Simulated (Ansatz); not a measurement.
Consider the formal exchange of groups at a C–Ge bond: `FC#C[CH2][GeH3]` + BH₃ → `BCC#CF` + GeH₄.

Gas-phase electronic energies from Ansatz, PBE0-D4/def2-TZVP geometries. CCSD(T)/CBS is the MP2 limit (def2-TZVPP, def2-QZVPP) plus CCSD(T) − MP2 in def2-TZVPP, frozen cores. This one scheme is used for every species. DFT in def2-TZVPP. B3LYP here is the variant with VWN-RPA as its local correlation; programs differ in this. For Ge outer-core shells are correlated without core-valence functions, which leaves a few kJ/mol of doubt a bond. Scalar relativity is left out up to krypton.

`FC#C[CH2][GeH3]`:

Cartesian coordinates in Å:
```
F 3.539 -0.084 0.682
C 2.309 0.217 0.522
C 1.160 0.517 0.377
C -0.240 0.822 0.183
Ge -1.234 -0.760 -0.460
H -0.367 1.624 -0.548
H -0.699 1.156 1.117
H -0.640 -1.219 -1.799
H -2.715 -0.386 -0.649
H -1.113 -1.887 0.576
```

BH₃:

Cartesian coordinates in Å:
```
B 0.000 0.000 0.000
H -1.124 0.039 -0.400
H 0.233 0.224 1.149
H 0.891 -0.263 -0.749
```

`BCC#CF`:

Cartesian coordinates in Å:
```
B -0.175 -1.160 -0.990
C -0.561 -0.278 0.238
C 0.295 0.847 0.570
C 1.014 1.767 0.824
F 1.779 2.751 1.100
H -0.886 -2.086 -1.256
H 0.789 -0.940 -1.659
H -0.658 -0.958 1.099
H -1.597 0.058 0.075
```

GeH₄:

Cartesian coordinates in Å:
```
Ge 0.000 0.000 0.000
H 1.268 -0.026 -0.864
H -1.053 0.896 -0.665
H 0.339 0.555 1.389
H -0.554 -1.424 0.139
```

```
             level  ΔE (kcal/mol)
         r2SCAN-D4           -6.8
             B3LYP           -6.9
SCS-MP2/def2-TZVPP           -3.6
   CCSD/def2-TZVPP           -4.7
    MP2/def2-QZVPP           -3.7
SCS-MP2/def2-QZVPP           -3.9
     MP2/CBS(def2)           -3.7
    CCSD/CBS(def2)           -4.9
```

What does CCSD(T)/CBS give? (An estimate is asked.)

Ansatz gave: -4.7 kcal/mol. The listed levels differ from it by -2.1, -2.2, 1.1, 0.0, 1.0, 0.8, 1.0, -0.2 kcal/mol.

Largest T1 diagnostic among the species: 0.012.

The D4 term adds +0.9 kcal/mol with B3LYP and +0.5 kcal/mol with PBE0; it sums over pairs of atoms, weighted by their polarisabilities, and B3LYP, whose exchange is more repulsive, gets the larger term. In def2-TZVPP, CCSD(T) changes the Hartree–Fock value by +1.2 kcal/mol (the triples alone add +0.2 kcal/mol) and MP2 by +2.2 kcal/mol.
